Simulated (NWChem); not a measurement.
System: CH3ClF2Si; SMILES FC(F)[SiH2]Cl

```xyz
8

F      1.3881     1.3324    -0.2392
C      0.1968     1.1548     0.3805
F     -0.5789     2.2468     0.1368
Si    -0.7130    -0.3679    -0.3509
Cl     0.3814    -2.0594     0.0958
H      0.3814     1.1019     1.4698
H     -0.8048    -0.1971    -1.8235
H     -2.0558    -0.4704     0.2794
```
Atoms are numbered in this order, from 1.

Results from NWChem. All runs use the structure optimised with PBE0/def2-SVP. Level: PBE0/def2-SVPD; the question gives the wavelength of the field.

**Question.** Estimate the computed values for field static. Quantities: isotropic polarisability (bohr³); anisotropy (bohr³).

**Answer.** 
```
Item                              Value
--------------------------------  -----
isotropic polarisability (bohr³)   54.8
anisotropy (bohr³)                 12.1
```
